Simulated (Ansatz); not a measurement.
Molecule: C2H7O2Si (charge 0, doublet). It need not be the lowest isomer of its formula. 
Structure (B3LYP-D3(BJ)/def2-TZVP (Ansatz, a program for electronic structure) minimum search):
```xyz
12

Si     0.0313     0.0110     0.0104
C      1.6093    -0.9272    -0.0773
C     -1.4089    -0.8664    -0.7758
O     -0.4498     0.2485     1.5773
O      0.3764     1.4411    -0.7465
H      1.7335    -1.9028     0.3803
H      2.4817    -0.5590    -0.6051
H     -1.2326    -1.0329    -1.8397
H     -2.3256    -0.2814    -0.6669
H     -1.5780    -1.8352    -0.3016
H      0.1993     0.6169     2.1826
H     -0.3312     2.0859    -0.8229
```
Charge 0, spin multiplicity 2.

Parts of the frozen-core correlation energy in 6-31G (Ansatz, hartree). Frozen orbitals: 9; correlated occupied orbitals by spin: 16 and 15; virtual: 38 and 39. Open shells are spin-unrestricted. Spin-orbit coupling is left out. No relativistic terms.

```
term                            value
-------------------------  ----------
reference (HF)             -518.37595
MP2 opposite-spin                 ___
MP2 same-spin                     ___
CCSD correlation             -0.49262
(T)                               ___
T1 diagnostic                   0.011
largest doubles amplitude       0.022
<S^2> of the reference          0.760
```

### Question
What belongs in the gaps?

### Answer

- MP2 opposite-spin, value: -0.34847
- MP2 same-spin, value: -0.10686
- (T), value: -0.00875
